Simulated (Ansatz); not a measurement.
```yaml
crystal:
  periodic: [false, false, false]
  atoms:
    - {symbol: Si, position_ang: [0.301700, 0.112805, 0.175579]}
    - {symbol: C, position_ang: [0.266452, 0.056282, 2.049272]}
    - {symbol: C, position_ang: [1.311295, -0.291450, 2.819451]}
    - {symbol: H, position_ang: [-0.673905, 0.313784, 2.561964]}
    - {symbol: H, position_ang: [2.272928, -0.576004, 2.373404]}
    - {symbol: H, position_ang: [1.257491, -0.317515, 3.915272]}
    - {symbol: N, position_ang: [1.976284, 0.204892, -0.258933]}
    - {symbol: C, position_ang: [2.487340, -0.088287, -1.587492]}
    - {symbol: C, position_ang: [2.510289, 1.110672, -2.533786]}
    - {symbol: H, position_ang: [2.592429, 0.790356, 0.299444]}
    - {symbol: H, position_ang: [3.502562, -0.523103, -1.512381]}
    - {symbol: H, position_ang: [1.849296, -0.881276, -2.016515]}
    - {symbol: H, position_ang: [1.490516, 1.503392, -2.676861]}
    - {symbol: H, position_ang: [2.917893, 0.838220, -3.521640]}
    - {symbol: H, position_ang: [3.133708, 1.924815, -2.126517]}
    - {symbol: N, position_ang: [-0.581834, 1.437893, -0.527236]}
    - {symbol: C, position_ang: [-2.006492, 1.683441, -0.380455]}
    - {symbol: C, position_ang: [-2.358115, 2.692683, 0.709939]}
    - {symbol: H, position_ang: [-0.046453, 2.278963, -0.730750]}
    - {symbol: H, position_ang: [-2.439206, 2.024698, -1.342497]}
    - {symbol: H, position_ang: [-2.492136, 0.715673, -0.161735]}
    - {symbol: H, position_ang: [-1.993530, 2.354699, 1.693341]}
    - {symbol: H, position_ang: [-3.447432, 2.848667, 0.778048]}
    - {symbol: H, position_ang: [-1.893159, 3.671437, 0.502621]}
    - {symbol: N, position_ang: [-0.477912, -1.292391, -0.457533]}
    - {symbol: C, position_ang: [-0.439508, -2.636352, 0.087014]}
    - {symbol: C, position_ang: [-1.786276, -3.102857, 0.629424]}
    - {symbol: H, position_ang: [-1.055642, -1.185434, -1.287554]}
    - {symbol: H, position_ang: [-0.075856, -3.358007, -0.671902]}
    - {symbol: H, position_ang: [0.308772, -2.654143, 0.897966]}
    - {symbol: H, position_ang: [-2.126404, -2.438862, 1.440522]}
    - {symbol: H, position_ang: [-1.730113, -4.131414, 1.021951]}
    - {symbol: H, position_ang: [-2.554974, -3.086257, -0.161453]}
basis:
  gaussian: {orbitals: def2-TZVP}
magnetization: {spin_polarized: true, initial_magnetization: 2}
hamiltonian: {xc: pbe0, dispersion: d4}
scf: {omitted_lower_state_checks: [starts]}
output: {orbitals: {seedname: orbitals}}
```

```sh
$ ansatz run in.yaml --threads 4 --pin off --events-out ev --progress --plain --max-ram 6963MiB
```

Problem. Does this run fit into the memory that it is given?

Solution. No. It has 504 basis functions, and Ansatz plans for 8 GiB where 7 GiB are given.
